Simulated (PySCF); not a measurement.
Radial density of Zn (zinc, neutral)

UHF, [Ar] 3d10 4s2, closed-shell 1S. Calculation: PySCF 2.14, in pcseg-2; no relativity, point nucleus.

| r (bohr) | 4πr²ρ (e/bohr) |
| --- | --- |
| 0.000989 | 0.2138 |
| 0.00166 | 0.5811 |
| 0.00280 | 1.535 |
| 0.00471 | 3.875 |
| 0.00791 | 9.042 |
| 0.0133 | 18.53 |
| 0.0224 | 30.63 |
| 0.0377 | 36.24 |
| 0.0634 | 30.28 |
| 0.107 | 33.64 |
| 0.179 | 40.96 |
| 0.301 | 22.04 |
| 0.507 | 23.88 |
| 0.853 | 16.57 |
| 1.43 | 3.925 |
| 2.41 | 1.086 |
| 4.06 | 0.3091 |
| 6.83 | 0.01577 |
